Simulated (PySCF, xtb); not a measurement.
C₂H₅Se₂, SMILES [CH2][Se][Se]C, multiplicity 2. One conformer was computed; it need not be the lowest.

Harmonic wavenumbers (cm⁻¹) from GFN2-xTB run with xtb 6.7.1 at its own minimum, in rising order: 27, 91, 125, 146, 222, 310, 388, 559, 735, 830, 869, 879, 1280, 1313, 1427, 1428, 3009, 3020, 3030, 3081, 3141.

Q: What does PBE-D3(BJ)/def2-SVP (PySCF) give at its own minimum? (Estimate from the structure and the level; the computed values follow.)

A: 56, 113, 154, 169, 228, 325, 429, 573, 686, 821, 865, 872, 1234, 1301, 1377, 1392, 2985, 3074, 3098, 3116, 3216. Paired by order, the mean absolute difference is 31 cm⁻¹ and the zero-point energies are 37.0 and 37.3 kcal/mol.
